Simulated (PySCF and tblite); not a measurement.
Results of a calculation; reference values are marked as such.
C6H10O, numbered as in [CH3:1][O:2][C:3]1=[CH:4][CH2:5][CH2:6][CH2:7]1.

Conformers came from 90 starts (ETKDG, MMFF94s, GFN2-xTB); geometries are GFN2-xTB. Weights use PBE0-D3(BJ)/pcSseg-1 energies plus GFN2-xTB zero-point and thermal terms (modes under about 100 cm⁻¹ blended into free rotors). Symmetry numbers and mirror images are counted. Conformers within 3 kcal/mol (GFN2-xTB free energy) were kept, 10 at most. GIAO shieldings: PBE0/pcSseg-1. Shifts are against TMS (¹H), TMS (¹³C) at the same level. Programs: PySCF with density fitting and tblite.

Question: What shifts does this protocol give at 298.15 K under fast conformational exchange?

Answer: ¹H: 4.35 (H4, 1H), 3.74 (H1, 3H), 2.52 (H5, 2H), 2.47 (H7, 2H), 1.87 (H6, 2H) ppm. ¹³C: 169.7 (C3), 97.0 (C4), 57.8 (C1), 36.8 (C7), 33.7 (C5), 24.5 (C6) ppm.

Question: How do the conformers differ?

Answer: Torsions listed: C1–O2–C3–C7. The 5-ring runs over atoms 3–4–5–6–7. Of a mirror pair one member is shown.
```json
{"conformer": "1", "shape": "5-ring envelope (ring torsions 13, -21, 21, -13, 0°); 179°", "weight %": "99.9"}
{"conformer": "2", "shape": "5-ring envelope (ring torsions 12, -18, 18, -12, 0°); -6°", "weight %": "0.1"}
```

```csv
signal,1,2,average
H1,3.74,3.78,3.74
H4,4.35,4.74,4.35
H5,2.52,2.51,2.52
H6,1.87,1.93,1.87
H7,2.47,2.57,2.47
C1,57.8,57.3,57.8
C3,169.7,165.8,169.7
C4,97.0,104.6,97.0
C5,33.7,32.7,33.7
C6,24.6,24.3,24.5
C7,36.8,31.3,36.8
```

Shifts are unscaled: against experiment ¹³C can be off by 15 ppm or more and ¹H by 0.8 ppm.
